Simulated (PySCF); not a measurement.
C₂H₈OSi₃, SMILES O[Si@H]1C=C[Si@@H]1[SiH3].

Geometry: B3LYP-D3(BJ)/def2-SVP. The structure was generated by enumeration; whether it is a known compound was not checked. The values are those of a single conformer.

Computed with SMD-ωB97X/6-31G* in PySCF.

Solvation free energies are E(SMD) − E(gas) at the gas-phase geometry, for 1 M in both phases. In vacuum the dipole moment is 1.60 D.

```
solvent                ΔG(solv) (kcal/mol)  its non-electrostatic (CDS) part  dipole (D)
---------------------  -------------------  --------------------------------  ----------
water                                 -1.3                               5.3        2.18
N,N-dimethylformamide                 -2.8                               0.6        2.01
ethanol                               -5.0                               0.9        2.13
```
